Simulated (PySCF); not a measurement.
# Ionising KCl

PBE0; K def2-SVPD, Cl def2-SVPD; no relativity (PySCF 2.14). Neutral (UKS): singlet (closed shell), Re = 2.710 Å, ωe = 276 cm⁻¹, De = 4.34 eV, HOMO -6.03 eV, LUMO -1.38 eV.

KCl⁻ (UKS): doublet (σ ↑), Re = 2.847 Å, ωe = 212 cm⁻¹, De = 1.33 eV to K + Cl⁻. The energies at the minima are -1059.66813 hartree for KCl and -1059.69319 for KCl⁻.

(1) Work out the adiabatic electron affinity, without and with harmonic zero-point energies (1 hartree = 27.2114 eV, 1 eV = 8065.5 cm⁻¹), and the change of the bond length.

For an ion De counts to the pair picked by the measured ionisation energies or electron affinities, which need not be the lowest pair at this level. The highest Kohn–Sham level is positive in this anion. Much of that is self-interaction error, but it also means that the finite basis helps to hold the extra electron. States were picked by a PBE0 search and need not be the measured ground states.

Results:

(1) At PBE0: 0.02506 hartree = 0.682 eV between the minima; the zero-point term (276.0 − 212.0)/2 cm⁻¹ = +0.004 eV makes it 0.686 eV. Re changes by +13.7 pm against the neutral. The electron enters a σ orbital; in so polar a molecule the change of length follows mostly from the change of the ionic charges.
